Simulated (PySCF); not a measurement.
A structure optimised at PBE-D3(BJ)/def2-SVP, used in a PySCF frequency run:

```xyz
7

Bi    -0.1122    -0.2738     1.0374
O     -1.4920    -1.8880     0.9046
H     -1.6333    -2.1051    -0.0402
Te    -1.2762     1.8006    -0.6515
H     -0.8955     0.9513    -2.0537
Te     1.6920    -1.0048    -1.0981
H      2.1611    -2.3966    -0.2688
```

### Question
Write its SMILES and formula.

### Answer
[OH][Bi]([TeH])[TeH], BiH₃OTe₂

### Question
What are its rotational constants (standard atomic weights)?

### Answer
0.83304, 0.43811, 0.30973 GHz
